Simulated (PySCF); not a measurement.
Compound: C₈H₁₀.
Structure used (PBE0-D3(BJ)/def2-SVP), in Å, numbered top down from 1:
```xyz
18
C8H10 angstrom
C      2.8956   -0.2517   -0.3143
C      1.6164   -0.4890   -0.0177
C      0.4677    0.3067   -0.5362
C     -0.5242    1.0028    0.4422
C     -1.0877   -0.1245    1.3290
C     -1.7275   -0.6560    0.0588
C     -1.6712    0.7002   -0.5868
C     -0.7692   -0.3823   -1.0998
H      3.7028   -0.8667    0.0918
H      3.1836    0.5697   -0.9795
H      1.3727   -1.3289    0.6436
H      0.8230    1.0575   -1.2609
H     -0.2654    1.9801    0.8685
H     -1.8551    0.2677    2.0132
H     -0.3806   -0.7523    1.8969
H     -2.5149   -1.4061   -0.0397
H     -2.4325    1.3109   -1.0709
H     -0.8531   -0.9373   -2.0368
```

Theory: PySCF 2.14.0, density-fitted response routines, TDDFT CAM-B3LYP/def2-SVPD, vertical, gas phase, core orbitals frozen in the response.

Ground-to-excited transition dipoles (e·a0, same axes as the geometry; the sign carries no meaning), for the states with f of 0.002 or more among the lowest 5:

```tsv
state	E (eV)	μx	μy	μz
S2	7.140	-1.639	0.077	0.360
S3	7.271	0.500	0.340	0.358
S4	7.300	-0.071	-0.052	0.123
S5	7.496	0.247	-0.036	-0.016
```

Task: Work out the oscillator strengths.

Result: f = (2/3) ΔE |μ|² with ΔE in hartree (27.2114 eV).

| state | \|μ\|² (au) | \|μ\| (D) | f |
| --- | --- | --- | --- |
| S2 | 2.821 | 4.27 | 0.493 |
| S3 | 0.494 | 1.79 | 0.088 |
| S4 | 0.023 | 0.39 | 0.004 |
| S5 | 0.062 | 0.63 | 0.011 |

Task: Which bond between heavy atoms lies closest to the direction of the S2 transition dipole?

Result: C1–C2, at 13° from it; next C3–C4 and C6–C8 at 39°.

Task: What angle do the transition dipoles of S3 and S5 make?

Result: |cos θ| = |μa·μb| / (|μa| |μb|) = 0.60, so θ ≈ 53° (taken between 0 and 90°, since the signs are arbitrary).

Task: How is the summed strength of these states shared among x, y and z?

Result: (2/3) Σ ΔE μα² gives 0.526 for x, 0.022 for y and 0.048 for z, 0.597 in all.

Task: What peak molar absorption coefficient would the strongest computed level give as a lone Gaussian band 0.3 eV wide at half height?

Result: ε(max) = 2.175×10⁸ f / FWHM, with the width in cm⁻¹. S2: 2.175×10⁸ × 0.4934 / 2420 ≈ 44000 L mol⁻¹ cm⁻¹.

Hardware: one thread of an Intel Xeon Platinum 8488C, no GPU, shared host. Cost: 54 s of wall time, 1.2 GiB resident at most.

One conformer stands for the species.
